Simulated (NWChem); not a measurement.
System: BBrCl$_{2}$; SMILES ClB(Cl)Br

```xyz
4

B     -0.0022    -0.4936     0.0000
Cl    -0.0001    -1.3716     1.5164
Cl    -0.0001    -1.3716    -1.5164
Br    -0.0003     1.4199     0.0000
```
Atoms are numbered in this order, from 1.

Results from NWChem. Pople sets run with spherical d functions. Coordinates come from a PBE-D3(BJ)/def2-SVP optimisation. B3LYP is NWChem's, with the RPA form of VWN correlation. Vzz is the largest principal value of the second derivative of the potential at the nucleus (NWChem prints the opposite sign); η is the asymmetry. Non-relativistic.

```
level           Vzz B1 (a.u.)  η B1  Vzz Cl3 (a.u.)  η Cl3  Vzz Br4 (a.u.)  η Br4
--------------  -------------  ----  --------------  -----  --------------  -----
PBE0/def2-SVP           0.245  0.01           2.114   0.54           4.613   0.47
PBE0/def2-TZVP          0.276  0.05           2.325   0.57           4.715   0.46
B3LYP/def2-SVP          0.251  0.02           2.121   0.54           4.631   0.47
B3LYP/6-31G*            0.246  0.04      (withheld)   0.53      (withheld)   0.46
```

**Question.** What belongs in the gaps?

**Answer.** 
- B3LYP/6-31G*, Vzz Cl3 (a.u.): 2.277
- B3LYP/6-31G*, Vzz Br4 (a.u.): 4.515
